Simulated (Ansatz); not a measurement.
`CCOC(F)F` and `FC(F)OC(F)F` differ in one atom or group.

Ansatz, PBE0-D4/def2-TZVP geometries, multiplicity 1. Each molecule was computed in one conformer, which needn't be the lowest.

```json
{"property": "HOMO–LUMO gap (PBE/def2-TZVPP) / eV", "`CCOC(F)F`": "7.54"}
{"property": "size of the dipole moment (B3LYP/def2-TZVPP) / D", "`CCOC(F)F`": "2.96"}
{"property": "HOMO energy (PBE0/def2-TZVPP) / eV", "`CCOC(F)F`": "-8.78"}
{"property": "HOMO energy (ωB97M-V/def2-TZVPP) / eV", "`CCOC(F)F`": "-11.21"}
{"property": "HOMO energy (PBE/def2-TZVPP) / eV", "`CCOC(F)F`": "-7.12"}
{"property": "LUMO energy (PBE0/def2-TZVPP) / eV", "`CCOC(F)F`": "1.20"}
```

(1) Give the same properties after the change, and the shifts. (Best estimate.)

## Answers

(1) The calculation gave: 
| property | `FC(F)OC(F)F` | shift |
| --- | --- | --- |
| HOMO–LUMO gap (PBE/def2-TZVPP) / eV | 8.90 | 1.36 |
| size of the dipole moment (B3LYP/def2-TZVPP) / D | 2.77 | -0.19 |
| HOMO energy (PBE0/def2-TZVPP) / eV | -10.48 | -1.70 |
| HOMO energy (ωB97M-V/def2-TZVPP) / eV | -12.94 | -1.73 |
| HOMO energy (PBE/def2-TZVPP) / eV | -8.62 | -1.50 |
| LUMO energy (PBE0/def2-TZVPP) / eV | 1.09 | -0.11 |

With PBE0 the HOMO falls by 1.70 eV and the LUMO falls by 0.11 eV, so the gap widens by about 1.59 eV. PBE moves the HOMO by -1.50 eV and ωB97M-V by -1.73 eV. The zero-point energy changes by -112.9 kJ/mol with -9 modes. Dipoles are sizes alone; their direction can turn.

B3LYP here is the variant with VWN-RPA as its local correlation; programs differ in this.
